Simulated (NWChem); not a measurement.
# digermane (Ge2H6); SMILES [GeH3][GeH3]

Computed with NWChem. Pople sets run with spherical d functions. All runs use the structure optimised with B3LYP/6-31G* (spherical d). Level SCAN/6-31G*: energy and gradient on several grids; changes count from the extra-fine grid, which is no exact limit either.

```csv
grid,size of the energy change (μHa),largest change of a gradient component (μHa/bohr)
xcoarse,1000,9000
coarse,7000,700
medium,600,100
fine,2000,200
xfine,< 10,< 30
```
